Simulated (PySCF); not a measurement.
# Structure elucidation problem

An unknown has the formula C₄H₉ClO₂Si. Its calculated NMR data are:

¹H NMR (300 MHz, computed): δ 5.30 (sept, 1H), 5.04 (s, 2H), 1.34 (d, 6H).

¹³C{¹H} NMR (computed): δ 184.4, 69.3, 23.6 (2C).

PySCF 2.14.0 with density-fitted response routines calculation with GFN2-xTB structure and PBE0/pcSseg-1 with gauge-including orbitals; averaged over atoms made equivalent by symmetry, fast rotation or ring inversion, relativity neglected, single conformer, no solvent.

Chemical shifts δ = σref − σ; ¹H (σ = 31.72 ppm) and ¹³C (σ = 186.93 ppm) against TMS, all at this level.

Question: What is the structure?

Answer: 
1. Rings plus π bonds: 1 (no ring in the answer).
2. 3 carbon signals for 4 carbons: some carbons are equivalent by symmetry or fast rotation.
3. Carbon types of the structure: 1 × C, 1 × CH, 2 × CH3, leaving 2 H on heteroatoms.
4. δC 184.4: carbonyl carbon.
5. δC 69.3: sp3 CH bonded to O; the inductive effect lowers its shielding.
6. δC 23.6: methyl carbon; a saturated carbon with 1 carbon neighbour and no heteroatom attached.
7. δH 5.30: hydrogen on an sp3 CH bonded to O; its carbon carries O, which withdraws density.
8. δH 5.04: hydrogen on a silicon bonded to C, Cl.
9. δH 1.34: hydrogen on a methyl carbon.

Structure: SMILES CC(C)OC(=O)[SiH2]Cl.

The shifts were computed for this structure.

Shifts are as computed. Against solution values, carbons near 30 ppm lie about +3 ppm off and those near 130 ppm about +5 ppm. Of 1211 compounds with measured shifts, 218 miss one by over three times the rms of a fit or turn the order of signals round; such compounds aren't used in these exercises. No couplings were computed; multiplicities are counted from neighbouring protons, with m where these are inequivalent, close in shift, in a saturated or five-membered ring or joined by F or P, and br s for small geminal =CH2 splittings.
